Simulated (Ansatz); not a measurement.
A nudged elastic band was laid between two geometries of ClGe2H5O + H2 (11 atoms, charge 0, multiplicity 1).

Theory: RKS PBE-D4/def2-SVP in Ansatz 0.2.0.

| Item | Value |
| --- | --- |
| movable images | 1 |
| climbing image | no |
| spring | 5.0 eV/Å² |
| optimiser | quadratic models (default) |
| start path | through a guess of the saddle point |
| force threshold | 0.05 eV/Å |
| iteration limit | 60 |
| end points | relaxed |

Initial state:

```xyz
11
Properties=species:S:1:pos:R:3
Ge -0.064 0.466 0.044
Ge -0.148 0.373 2.483
H -1.604 0.040 2.897
H 0.807 -0.727 3.003
H 0.251 1.747 3.082
H 1.280 0.807 -0.644
O -1.196 1.680 -0.640
H -2.100 1.555 -0.295
Cl -0.675 -1.540 -0.636
H 1.034 -3.127 1.112
H 1.502 -3.467 1.620
```

Final state:

```xyz
11
Properties=species:S:1:pos:R:3
Ge 0.044 -0.622 -0.851
Ge 0.194 0.043 3.260
H -1.283 -0.343 2.984
H 0.521 -0.291 4.740
H 0.408 1.553 3.012
H 1.476 -0.135 -1.149
O -0.659 0.668 0.181
H -1.583 0.468 0.423
Cl -1.076 -0.729 -2.722
H -0.077 -2.018 -0.187
H 1.122 -0.788 2.337
```

(1) Which bonds break or form, and what moves?

(2) Give the energies along the band, and the barrier.

(3) What is the geometry of the highest image?

## Answers

(1) Bonds broken: Ge1–Ge2, H10–H11. Bonds formed: Ge1–H10, Ge2–H11. ClGe2H5O + H2 becomes ClGeH3O + GeH4.

(2) It converged. The highest image is number 1 of 0 to 2, 2.6 kcal/mol above the first end and 1.1 kcal/mol above the last; the last end lies 1.5 kcal/mol above the first. No image climbed, so the highest image needn't sit at the top of the path. A band with more images between the same ends climbed to 2.57 eV, so this one has probably stepped over the top. So few images can step over the top or miss a turn of the path. The orbitals stay closed-shell, which can raise the energy where a bond breaks towards radicals; this wasn't checked here.

| image | path coordinate (Å) | energy (kcal/mol) | Ge1–Ge2 (Å) | H10–H11 (Å) | Ge1–H10 (Å) |
| --- | --- | --- | --- | --- | --- |
| 0 | 0.00 | 0.0 | 2.44 | 0.77 | 3.91 |
| 1 | 6.04 | 2.6 | 2.45 | 0.77 | 3.09 |
| 2 | 12.09 | 1.5 | 4.17 | 3.05 | 1.55 |

(3) 
```xyz
11
Properties=species:S:1:pos:R:3
Ge 0.500 0.333 0.194
Ge 0.577 0.012 2.626
H 0.329 -1.472 2.981
H 1.911 0.481 3.262
H -0.577 0.885 3.182
H 1.520 1.313 -0.462
O -1.189 0.877 -0.088
H -1.517 0.528 -0.939
Cl 0.744 -1.515 -0.984
H -1.468 -1.971 0.802
H -1.744 -1.665 1.452
```

Run time: 80 s on 4 threads of Arm Neoverse V1 (shared host), peak memory 0.21 GiB.
